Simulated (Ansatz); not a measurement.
AlBrH2 (SMILES [AlH2][Br]) moved off its minimum; all values from Ansatz (a quantum-chemistry and plane-wave program), cores frozen in correlated methods.
(charge 0, multiplicity 1)
```xyz
4

Al    -0.8201    -1.4191     0.0475
H     -0.1919    -2.2599     1.3523
H     -2.1295    -1.7325    -0.7693
Br     0.1871     0.6880     0.0109
```

Forces at PBE/def2-TZVPP (eV/Å):

| atom | Fx | Fy | Fz |
|---|---|---|---|
| Al1 | 0.672 | 0.401 | 1.358 |
| H2 | -0.384 | 0.231 | -0.917 |
| H3 | 0.028 | -0.060 | -0.219 |
| Br4 | -0.316 | -0.573 | -0.222 |

Task: Give the forces (eV/Å), the total energy and the dipole at CCSD(T)/def2-TZVPPD.

Result: 
| atom | Fx | Fy | Fz |
|---|---|---|---|
| Al1 | 0.615 | 0.410 | 1.458 |
| H2 | -0.467 | 0.307 | -1.098 |
| H3 | 0.217 | -0.037 | -0.120 |
| Br4 | -0.365 | -0.680 | -0.240 |
Energy -2815.8413 hartree, dipole 1.87 D.
